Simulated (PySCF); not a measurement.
One of the candidates below gave these computed data.

- UV, strongest line: among the 10 lowest singlet transitions: S5 at 6.85 eV (181 nm, f = 0.645) [TDDFT B3LYP/def2-SVPD]
- 1H NMR: chemical shifts (computed TMS as zero) by class: 7.87 (1 H), 7.42 (1 H), 7.33 (1 H), 7.11 (1 H), 3.56 (2 H) ppm [GIAO B97-2/pcSseg-1]
- Rotational structure: rotational constants A, B, C: 2.332, 1.024, 0.715 GHz [PBE0-D3(BJ)/def2-SVP]
- Couplings: largest of the computed one-bond spin–spin couplings (means over like bonds): 19F–13C -312.0, 13C–1H +170.9, 13C–1H +170.9, 13C–1H +170.8, 13C–1H +170.0, 13C–1H +140.9 (×2) Hz [B3LYP/pcJ-1, spin–dipole term left out for some pairs]
- NMR, other nuclei: isotropic shieldings of nuclei other than C and H, by class: -41 (1 N), 296 (1 F) ppm [GIAO B97-2/pcSseg-1]
- Polarisability: 94.4 au [B3LYP/def2-SVPD]
- Dipole: 3.47 D [B3LYP/def2-SVPD]
- Valence photoelectron: vertical ionisation energy: 9.38 eV [ΔSCF B3LYP/def2-SVPD]
- 13C NMR: chemical shifts (computed TMS as zero) by class: 164.6 (1 C), 132.4 (1 C), 131.7 (1 C), 126.8 (1 C), 120.1 (1 C), 118.9 (1 C), 117.2 (1 C), 19.3 (1 C) ppm [GIAO B97-2/pcSseg-1]
- Triplet: lowest triplet excitation (Tamm–Dancoff): 4.11 eV [TDA B3LYP/def2-SVPD]

Gas-phase values; electronic properties from PySCF, density fitting. Levels stand in brackets. The structure is a single PBE0-D3(BJ)/def2-SVP conformer in the gas phase; no vibrational or solvent corrections. NMR values are class means; diastereotopic atoms form classes of their own.

Question: Which candidate is it?
A. `N#CCc1cccc(F)c1`
B. `[H]/N=C(\C=C)CC(F)(F)F`
C. `N#CCc1ccccc1F`

Answer: C. It is `N#CCc1ccccc1F`. Numbering: `[N:1]#[C:2][CH2:3][c:4]1[cH:5][cH:6][cH:7][cH:8][c:9]1[F:10]`. Its formula, C8H6FN, gives 6 degrees of unsaturation: 1 ring and 5 π bonds in the structure found (Kekulé form). 8 carbons fall into 8 classes; from least to most shielded: aromatic C–F carbon [C9] (164.6 ppm), aromatic CH carbon [C7] (132.4 ppm), aromatic CH carbon [C5] (131.7 ppm), aromatic CH carbon [C6] (126.8 ppm), substituted aromatic carbon [C4] (120.1 ppm), nitrile carbon [C2] (118.9 ppm), aromatic CH carbon [C8] (117.2 ppm), sp3 carbon next to a nitrile [C3] (19.3 ppm). Hydrogen classes from least to most shielded: 1 H on an aromatic CH carbon, C5 (7.87 ppm), 1 H on an aromatic CH carbon, C7 (7.42 ppm), 1 H on an aromatic CH carbon, C6 (7.33 ppm), 1 H on an aromatic CH carbon, C8 (7.11 ppm), 2 H on an sp3 carbon next to a nitrile, C3 (3.56 ppm). The other shieldings belong to: -41 ppm, nitrile nitrogen [N1]; 296 ppm, aryl fluorine [F10]. The couplings run between: -312.0 Hz, aryl fluorine [F10] and aromatic C–F carbon [C9]; +170.9 Hz, aromatic CH carbon [C5] and its hydrogen; +170.9 Hz, aromatic CH carbon [C6] and its hydrogen; +170.8 Hz, aromatic CH carbon [C8] and its hydrogen; +170.0 Hz, aromatic CH carbon [C7] and its hydrogen; +140.9 Hz, sp3 carbon next to a nitrile [C3] and its hydrogen (with 1 like pair). The first electron is taken from the HOMO, whose largest Löwdin shares are 0.23 on an aromatic CH carbon, 0.20 on the aromatic C–F carbon, 0.13 on an aromatic CH carbon and 0.13 on the substituted aromatic carbon. By its constants the optimised geometry is an asymmetric top.

The others, at the same levels:
- `N#CCc1cccc(F)c1` fails: its computed 13C shifts are 167.6 (1 C), 135.8 (1 C), 133.5 (1 C), 127.1 (1 C), 119.2 (1 C), 118.8 (1 C), 118.1 (1 C), 24.9 (1 C) ppm, 1H shifts are 7.47 (1 H), 7.12 (1 H), 7.12 (1 H), 7.01 (1 H), 3.25 (2 H) ppm and rotational constant A is 2.613 GHz (against 2.332 GHz).
- `[H]/N=C(\C=C)CC(F)(F)F` fails: it has 5 carbons where the 13C data count 8; its computed vertical ionisation energy is 10.00 eV (against 9.38 eV), lowest triplet excitation (Tamm–Dancoff) is 3.44 eV (against 4.11 eV) and strongest line among the 10 lowest singlet transitions is S2 at 5.71 eV (217 nm, f = 0.209) (against S5 at 6.85 eV).

Each candidate is one conformer, not necessarily the lowest. The conformers computed, where there is a choice (atom-mapped SMILES and torsion angles):
- `[N:1]#[C:2][CH2:3][c:4]1[cH:5][cH:6][cH:7][cH:8][c:9]1[F:10]`: C2–C3–C4–C5 2°
- `[N:1]#[C:2][CH2:3][c:4]1[cH:5][cH:6][cH:7][c:8]([F:9])[cH:10]1`: C2–C3–C4–C5 86°
- `[H]/[N:4]=[C:3](\[CH:2]=[CH2:1])[CH2:5][C:6]([F:7])([F:8])[F:9]`: C1–C2–C3–N4 26°, C2–C3–C5–C6 63°, C3–C5–C6–F7 55°
